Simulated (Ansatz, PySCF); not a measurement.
Two conformers of CH4GeO2 (SMILES C[O][Ge][OH]), B3LYP-D3(BJ)/def2-TZVP minima.
Conformer 1 (charge 0, multiplicity 1):
```xyz
8

C     -1.2451     0.4631    -0.1128
O      0.1434     0.1968    -0.0167
Ge     0.8130    -1.3973     0.5114
O      2.5279    -0.9074     0.3611
H     -1.5049     1.2963     0.5448
H     -1.4947     0.7415    -1.1396
H     -1.8605    -0.4004     0.1678
H      2.6210     0.0073     0.0611
```
Conformer 2 (charge 0, multiplicity 1):
```xyz
8

C     -1.399    -0.306     0.409
O      0.012    -0.183     0.448
Ge     0.941     0.551    -0.895
O      2.528     0.322    -0.080
H     -1.675    -1.360     0.493
H     -1.835     0.235     1.253
H     -1.837     0.091    -0.516
H      3.265     0.648    -0.609
```

No zero-point or thermal terms.

Rows in 3-21G carry no dispersion term and start afresh at each structure; the Pople sets are all-electron and without relativity.

Run with Ansatz (an electronic-structure program); PySCF for 3-21G rows. Values without a source in brackets are computed.

Question: Predict the electronic energy of conformer 2 less that of conformer 1 from B3LYP/3-21G.

Answer: 4.4 kcal/mol

Question: Predict the electronic energy of conformer 2 less that of conformer 1 from SVWN5/def2-TZVPP.

Answer: 2.5 kcal/mol

Question: Predict the electronic energy of conformer 2 less that of conformer 1 from r2SCAN/def2-TZVPP.

Answer: 2.1 kcal/mol
